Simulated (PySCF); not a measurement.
A structure optimised at r2SCAN-D4/def2-SVP, used in a PySCF frequency run:

```xyz
12

C     -1.7361    -0.6297    -0.1886
C     -0.7191     0.3867    -0.6765
F     -0.6243     1.3942     0.2809
C      0.6397    -0.2068    -0.9299
C      1.5046    -0.5387     0.0304
F      1.2295    -0.3890     1.3286
H     -1.3828    -1.0824     0.7499
H     -2.7034    -0.1379    -0.0054
H     -1.8790    -1.4279    -0.9326
H     -1.0791     0.8636    -1.6071
H      0.9593    -0.3781    -1.9619
H      2.5040    -0.9532    -0.1406
```
Charge 0, spin multiplicity 1.

**Question.** Write its SMILES and formula.

**Answer.** C[C@@H](F)/C=C\F, C₄H₆F₂

**Question.** What are its rotational constants (standard atomic weights)?

**Answer.** 5.2675, 2.6434, 2.4678 GHz
